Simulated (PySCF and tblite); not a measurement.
Results of a calculation; reference values are marked as such.
System: C₈H₁₄Si, numbered as in [CH3:1][Si:2]([CH3:3])([CH3:4])[CH:5]1[CH:6]=[CH:7][CH:8]=[CH:9]1.

Geometries: GFN2-xTB; energies: PBE0/pcSseg-1 + D3(BJ); zero-point and thermal terms from GFN2-xTB harmonic modes (soft modes blended into free rotors). Rate constants are transition-state-theory values, counting equivalent paths, without tunnelling. (PySCF 2.14 with density fitting, tblite 0.8.)

DFT energies on a tight-binding saddle of a bond shift can be off by several kcal/mol.

**Question.** Estimate the barrier and the room-temperature rate of the shift of Si2 from C5 to C9.

**Answer.** The electronic barrier is 14.3 kcal/mol and ΔG‡(298 K) 15.1 kcal/mol, over a C1 saddle with an imaginary mode of 259i cm⁻¹ (GFN2-xTB). With 2 equivalent paths, k is 116 s⁻¹, a mean lifetime of the start of 8.6 ms against this motion.
